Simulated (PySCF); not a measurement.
Geometry:
```tsv
atom	x (Å)	y (Å)	z (Å)
C1	-2.705	0.133	-0.060
C2	-1.399	-0.614	0.144
O3	-0.391	0.338	0.479
C4	0.841	-0.211	0.710
O5	1.544	-0.655	-0.466
C6	2.598	0.297	-0.305
C7	1.953	0.814	0.959
O8	2.196	1.632	1.785
H9	-2.974	0.664	0.849
H10	-3.494	-0.569	-0.314
H11	-2.595	0.856	-0.863
H12	-1.103	-1.146	-0.768
H13	-1.489	-1.345	0.961
H14	0.797	-1.029	1.454
H15	2.636	1.019	-1.126
H16	3.576	-0.175	-0.181
```

Geometry: GFN2-xTB; GIAO shifts from PySCF 2.14.0 with density-fitted response routines, gas phase, non-relativistic, averaged over equivalent atoms.

At LC-wPBE/pcseg-1 (152 basis functions, 64 s wall time on 1 thread of an Intel Xeon Platinum 8175M, shared host):
```tsv
atoms	δ (ppm)
C7	212.9
C4	123.3
C6	87.7
C2	68.0
C1	18.3
O8	625.2
O3	85.8
O5	54.5
H14	5.83
H15	5.32
H16	5.19
H12	4.05
H13	3.41
H9/H10/H11	1.43
```

Shifts are taken against calculated references (same method and geometry level): $^{13}$C (σ = 201.34 ppm), $^{1}$H (σ = 31.92 ppm) against TMS; $^{17}$O (σ = 343.57 ppm) vs H2O.

Predict the values at PBE0/pcSseg-1 on the same geometry.

## Answers


| atoms | δ at PBE0/pcSseg-1 | change |
| --- | --- | --- |
| C7 | 206.2 | -6.7 |
| C4 | 123.3 | +0.0 |
| C6 | 89.3 | +1.6 |
| C2 | 68.5 | +0.5 |
| C1 | 17.3 | -1.0 |
| O8 | 663.0 | +37.8 |
| O3 | 106.9 | +21.1 |
| O5 | 64.0 | +9.5 |
| H14 | 6.04 | +0.21 |
| H15 | 5.41 | +0.09 |
| H16 | 5.27 | +0.08 |
| H12 | 4.13 | +0.08 |
| H13 | 3.44 | +0.03 |
| H9/H10/H11 | 1.37 | -0.06 |

Scale: TMS for $^{13}$C (σref 186.93) and $^{1}$H (σref 31.72); $^{17}$O (σref 336.08) vs H2O (reference shieldings calculated alike).

The largest change is at O8 (ketone oxygen). Cost: 176 basis functions, 40 s wall time on 1 thread of an Intel Xeon Platinum 8175M, shared host. The order of the carbon signals is the same at both levels.

Unscaled 17O shifts of doubly bonded oxygen tend to come out too high, by tens of ppm or more. Experimental scales use liquid or dissolved standards, which lie at an offset from isolated H2O (liquid H2O: subtract about 36 ppm).
